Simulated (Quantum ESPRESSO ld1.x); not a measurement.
Input file for ld1.x (Quantum ESPRESSO 7.5):

```
 &input
    zed=37.0,
    iswitch=1,
    rel=1,
    lsd=1,
    dft='PZ',
    config='[Ne] 3s1 3p0 4s0',
    prefix='ld1',
    max_out_wfc=37,
    file_charge='ld1.rho',
 /
```

Command: `OMP_NUM_THREADS=1 ld1.x < ld1.in > ld1.out`

Output:

```
     Program LD1 v.7.5 starts

     --------------------------- All-electron run ----------------------------

     scalar relativistic calculation

     atomic number is 37.00
     dft =PZ   lsd =1 sic =0 latt =0  beta=0.20 tr2=1.0E-14
     Exchange-correlation= PZ
                           (   1   1   0   0   0   0   0)
     mesh =2029 r(mesh) = 100.79433 a.u. xmin = -8.00 dx = 0.00800
     1 Ry =  13.60569312 eV, c = 137.03599908

     n l     nl                  e(Ry)          e(Ha)          e(eV)
     1 0     1S 1( 1.00)     -1197.6831      -598.8415    -16295.3082
     2 0     2S 1( 1.00)      -236.6170      -118.3085     -3219.3378
     2 1     2P 1( 3.00)      -221.0282      -110.5141     -3007.2423
     3 0     3S 1( 1.00)       -93.6705       -46.8352     -1274.4518
     3 1     3P 1( 0.00)       -88.7808       -44.3904     -1207.9248
     4 0     4S 1( 0.00)       -49.6081       -24.8040      -674.9520
     1 0     1S 2( 1.00)     -1197.5511      -598.7755    -16293.5121
     2 0     2S 2( 1.00)      -236.4679      -118.2340     -3217.3101
     2 1     2P 2( 3.00)      -220.8957      -110.4479     -3005.4391
     3 0     3S 2( 0.00)       -92.6899       -46.3450     -1261.1105
     3 1     3P 2( 0.00)       -87.8460       -43.9230     -1195.2056
     4 0     4S 2( 0.00)       -49.2146       -24.6073      -669.5985

     final scf error:  2.1E-15 reached in  12 iterations

     Etot =   -5023.619244 Ry,   -2511.809622 Ha,  -68349.821798 eV
     Total magnetization:    1.00 Bohr mag.

     Ekin =    5163.662065 Ry,    2581.831033 Ha,   70255.201450 eV
     Encl =  -10844.315674 Ry,   -5422.157837 Ha, -147544.431187 eV
     Eh   =     774.308548 Ry,     387.154274 Ha,   10535.004481 eV
     Exc  =    -117.274183 Ry,     -58.637091 Ha,   -1595.596542 eV

     normalization and overlap integrals

     s(1S/1S) =  1.000000  <r> =   0.0403  <r2> =    0.0022  r(max) =   0.0264
     s(1S/2S) = -0.006950
     s(1S/3S) = -0.003305
     s(1S/4S) = -0.002044
     s(2S/2S) =  1.000000  <r> =   0.1749  <r2> =    0.0359  r(max) =   0.1485
     s(2S/3S) = -0.001990
     s(2S/4S) = -0.001158
     s(2P/2P) =  1.000000  <r> =   0.1519  <r2> =    0.0281  r(max) =   0.1187
     s(2P/3P) = -0.001659
     s(3S/3S) =  1.000000  <r> =   0.4271  <r2> =    0.2072  r(max) =   0.4038
     s(3S/4S) = -0.000881
     s(3P/3P) =  1.000000  <r> =   0.4138  <r2> =    0.1972  r(max) =   0.3879
     s(4S/4S) =  1.000000  <r> =   0.7920  <r2> =    0.7056  r(max) =   0.8034
     s(1S/1S) =  1.000000  <r> =   0.0403  <r2> =    0.0022  r(max) =   0.0264
     s(1S/2S) = -0.006952
     s(1S/3S) = -0.003313
     s(1S/4S) = -0.002025
     s(2S/2S) =  1.000000  <r> =   0.1748  <r2> =    0.0359  r(max) =   0.1485
     s(2S/3S) = -0.001995
     s(2S/4S) = -0.001149
     s(2P/2P) =  1.000000  <r> =   0.1518  <r2> =    0.0280  r(max) =   0.1187
     s(2P/3P) = -0.001664
     s(3S/3S) =  1.000000  <r> =   0.4269  <r2> =    0.2072  r(max) =   0.4038
     s(3S/4S) = -0.000876
     s(3P/3P) =  1.000000  <r> =   0.4132  <r2> =    0.1968  r(max) =   0.3879
     s(4S/4S) =  1.000000  <r> =   0.7973  <r2> =    0.7148  r(max) =   0.8034

     ------------------------ End of All-electron run ------------------------
```

Run on one thread of a shared host, so times are rough (Intel(R) Xeon(R) Processor @ 2.60GHz): 0.48 s of CPU time, 1.1 s wall, 12 iterations on 2029 mesh points.
